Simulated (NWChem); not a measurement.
System: C$_{3}$H$_{4}$N$_{2}$; SMILES C/C=N/C#N

Excerpt of the output:

```
             Northwest Computational Chemistry Package (NWChem) 7.3.0
             --------------------------------------------------------

                             Geometry "geometry" -> ""
                             -------------------------

 Output coordinates in angstroms (scale by  1.889725989 to convert to a.u.)

  No.       Tag          Charge          X              Y              Z
 ---- ---------------- ---------- -------------- -------------- --------------
    1 C                    6.0000    -0.12464100    -2.25055000     0.00000000
    2 C                    6.0000     0.34139200    -0.84550000     0.00000000
    3 N                    7.0000    -0.48037300     0.13428100     0.00000000
    4 C                    6.0000    -0.04972400     1.39494500     0.00000000
    5 N                    7.0000     0.22145700     2.52659100     0.00000000
    6 H                    1.0000     0.27287700    -2.77922500    -0.88237100
    7 H                    1.0000     0.27287700    -2.77922500     0.88237100
    8 H                    1.0000    -1.22086200    -2.29787000     0.00000000
    9 H                    1.0000     1.43355800    -0.67319500     0.00000000

 Effective nuclear repulsion energy (a.u.)     141.7283578191

                                 NWChem DFT Module
                                 -----------------

 Summary of "ao basis" -> "ao basis" (spherical)
 ------------------------------------------------------------------------------
       Tag                 Description            Shells   Functions and Types
 ---------------- ------------------------------  ------  ---------------------
 C                          def2-svp                 6       14   3s2p1d
 N                          def2-svp                 6       14   3s2p1d
 H                          def2-svp                 3        5   2s1p

 in cosmo_initialize ...
 calling solv_data for solv:h2o

 solvent parameters
 solvname_short: h2o
 solvname_long:  water
 dielec:       78.4000
 dielecinf:     1.7769
 aqueous SMD model solvent descriptors
 dielec:       78.4000
 sola:          0.8200

          ---------------
          -cosmo- solvent
          ---------------
 Cosmo: York-Karplus, doi: 10.1021/jp992097l
 dielectric constant -eps-     =  78.40
 screen = (eps-1)/(eps    )    =   0.98724
 surface charge correction     = lagrangian

   van der Waals surface
 --------------------------

 ---------- ATOMIC COORDINATES (A.U.) ------------ VDWR(ANG.) --
     1   -0.23553734   -4.25292282    0.00000000     1.850
     2    0.64513733   -1.59776332    0.00000000     1.850
     3   -0.90777334    0.25375430    0.00000000     1.890
     4   -0.09396474    2.63606382    0.00000000     1.850
     5    0.41849305    4.77456468    0.00000000     1.890
     6    0.51566276   -5.25197371   -1.66743941     1.200
     7    0.51566276   -5.25197371    1.66743941     1.200
     8   -2.30709465   -4.34234466    0.00000000     1.200
     9    2.70903181   -1.27215409    0.00000000     1.200
 number of segments per atom =        128
 number of   points per atom =        128
 atom (   nspa,  nppa )
 ----------------------
    1 (     62,     0 )       0
    2 (     44,     0 )       0
    3 (     60,     0 )       0
    4 (     50,     0 )       0
    5 (     92,     0 )       0
    6 (     55,     0 )       0
    7 (     55,     0 )       0
    8 (     52,     0 )       0
    9 (     54,     0 )       0
 number of -cosmo- surface points =      524
 molecular surface =    111.696 angstrom**2
 molecular volume  =     86.209 angstrom**3
 -lineq- algorithm             =   0
 -bem- low  level              =   3
 -bem- from -octahedral-
 gaussian surface charge width =   4.50000
 degree of switching           =   1.00000
 switching function tolerance  =   0.00010
 atomic radii =
 --------------
    1  6.000  1.850
    2  6.000  1.850
    3  7.000  1.890
    4  6.000  1.850
    5  7.000  1.890
    6  1.000  1.200
    7  1.000  1.200
    8  1.000  1.200
    9  1.000  1.200
 ...... end of -cosmo- initialization ......

 nat:                     9
 ixmem:                  4523
 calling mnsol_interface()
 G(SMD-CDS) energy (kcal/mol)  =     4.748
 SMD-CDS SASA (angstrom**2)    =   132.191

[...]

                                COSMO-SMD solvation results
                                ---------------------------

             internal energy in gas <Psi(g)|H|Psi(g)> =      -225.750758846615
         internal energy in solvent <Psi(s)|H|Psi(s)> =      -225.746181389930
                               delta internal energy  =         0.004577456684 (    2.87 kcal/mol)
   total free energy in solvent <Psi(s)|H+V/2|Psi(s)> =      -225.766139157507
 polarization energy contribution <Psi(s)|V/2|Psi(s)> =        -0.019957767577 (  -12.52 kcal/mol)
    total free energy in solvent including G(SMD-CDS) =      -225.758572833902
                       G(SMD-CDS) energy contribution =         0.007566323605 (    4.75 kcal/mol)
     1 M fixed-concentration free energy of solvation =        -0.007813987288 (   -4.90 kcal/mol)

                       DFT Final Molecular Orbital Analysis
                       ------------------------------------

 Vector   16  Occ=2.000000D+00  E=-3.783106D-01
              MO Center=  2.0D-01,  9.4D-01, -5.3D-10, r^2= 3.9D+00
   Bfn.  Coefficient  Atom+Function         Bfn.  Coefficient  Atom+Function
  ----- ------------  ---------------      ----- ------------  ---------------
    60      0.337231  5 N  px                46     -0.259721  4 C  px
    47      0.240861  4 C  py                63     -0.198458  5 N  px
     5     -0.181944  1 C  py                19      0.181816  2 C  py
    86      0.179130  9 H  s                 49     -0.165754  4 C  px
    18      0.152159  2 C  px                59     -0.137357  5 N  s

 Vector   17  Occ=2.000000D+00  E=-3.197492D-01
              MO Center=  3.3D-02,  8.1D-01, -4.6D-09, r^2= 3.7D+00
   Bfn.  Coefficient  Atom+Function         Bfn.  Coefficient  Atom+Function
  ----- ------------  ---------------      ----- ------------  ---------------
    62      0.380579  5 N  pz                34     -0.304901  3 N  pz
    65     -0.258156  5 N  pz                20      0.255555  2 C  pz
    37      0.237802  3 N  pz                48     -0.238887  4 C  pz
    23      0.163207  2 C  pz                51     -0.140560  4 C  pz
     6     -0.132350  1 C  pz                71      0.119090  6 H  s

 Vector   18  Occ=2.000000D+00  E=-3.005876D-01
              MO Center= -2.5D-01,  7.2D-01,  2.1D-09, r^2= 2.8D+00
   Bfn.  Coefficient  Atom+Function         Bfn.  Coefficient  Atom+Function
  ----- ------------  ---------------      ----- ------------  ---------------
    32      0.420807  3 N  px                35     -0.320521  3 N  px
    60     -0.308242  5 N  px                31      0.230638  3 N  s
    63      0.224502  5 N  px                86      0.175576  9 H  s
    46      0.170758  4 C  px                30      0.166151  3 N  s
     3     -0.163717  1 C  s                 18      0.163676  2 C  px

 Vector   19  Occ=0.000000D+00  E=-6.118006D-02
              MO Center=  1.6D-01, -1.5D-01, -3.5D-09, r^2= 3.2D+00
   Bfn.  Coefficient  Atom+Function         Bfn.  Coefficient  Atom+Function
  ----- ------------  ---------------      ----- ------------  ---------------
    23      0.530324  2 C  pz                20      0.501215  2 C  pz
    37     -0.335325  3 N  pz                34      0.285239  3 N  pz
    65      0.275498  5 N  pz                62     -0.251085  5 N  pz
    48     -0.182291  4 C  pz                51     -0.174257  4 C  pz
    72      0.146065  6 H  s                 77     -0.146065  7 H  s

 Vector   20  Occ=0.000000D+00  E= 5.121240D-02
              MO Center=  3.9D-01,  1.2D+00, -3.2D-09, r^2= 3.2D+00
   Bfn.  Coefficient  Atom+Function         Bfn.  Coefficient  Atom+Function
  ----- ------------  ---------------      ----- ------------  ---------------
    87      0.646181  9 H  s                 49      0.523079  4 C  px
    45      0.512613  4 C  s                 17     -0.466751  2 C  s
    63     -0.451175  5 N  px                46      0.416803  4 C  px
    60      0.362301  5 N  px                21     -0.309993  2 C  px
    59     -0.280923  5 N  s                  3     -0.257166  1 C  s

 Vector   21  Occ=0.000000D+00  E= 9.529711D-02
              MO Center=  2.9D-01, -1.8D+00, -6.3D-09, r^2= 6.8D+00
   Bfn.  Coefficient  Atom+Function         Bfn.  Coefficient  Atom+Function
  ----- ------------  ---------------      ----- ------------  ---------------
     3      2.472986  1 C  s                 72     -1.177128  6 H  s
    77     -1.177128  7 H  s                 87     -0.643973  9 H  s
    21      0.573621  2 C  px                82     -0.548963  8 H  s
    45     -0.529775  4 C  s                 31      0.484630  3 N  s
    17     -0.427776  2 C  s                 59      0.427327  5 N  s

     Multipole analysis of the density
     ---------------------------------

     L   x y z        total         alpha         beta         nuclear
     -   - - -        -----         -----         ----         -------
     0   0 0 0     -0.000000    -18.000000    -18.000000     36.000000

     1   1 0 0      0.593495      0.345691      0.345691     -0.097888
     1   0 1 0     -2.768591     -1.280322     -1.280322     -0.207947
     1   0 0 1     -0.000000     -0.000000     -0.000000      0.000000

     2   2 0 0    -21.440977    -22.255855    -22.255855     23.070734
     2   1 1 0     -1.952591     -6.910938     -6.910938     11.869285
     2   1 0 1     -0.000000     -0.000000     -0.000000      0.000000
     2   0 2 0    -27.186058   -214.193528   -214.193528    401.200998
     2   0 1 1      0.000000      0.000000      0.000000      0.000000
     2   0 0 2    -21.139034    -13.349871    -13.349871      5.560708
```

Level: PBE0/def2-SVP, SMD on the gas-phase geometry. The geometry was optimised at PBE0/def2-SVP. Solvent: water.

### Question
Which NWChem input produces such a log?

### Answer
This is not unique; one that fits is the input that was run:
```
start job
memory heap 200 mb stack 900 mb global 1100 mb
geometry units angstroms noautosym nocenter noautoz
  C     -0.124641    -2.250550     0.000000
  C      0.341392    -0.845500     0.000000
  N     -0.480373     0.134281     0.000000
  C     -0.049724     1.394945     0.000000
  N      0.221457     2.526591     0.000000
  H      0.272877    -2.779225    -0.882371
  H      0.272877    -2.779225     0.882371
  H     -1.220862    -2.297870     0.000000
  H      1.433558    -0.673195     0.000000
end
basis spherical
  * library def2-svp
end
dft
  xc pbe0
  iterations 150
end
cosmo
  do_cosmo_smd true
  solvent water
end
task dft energy
```
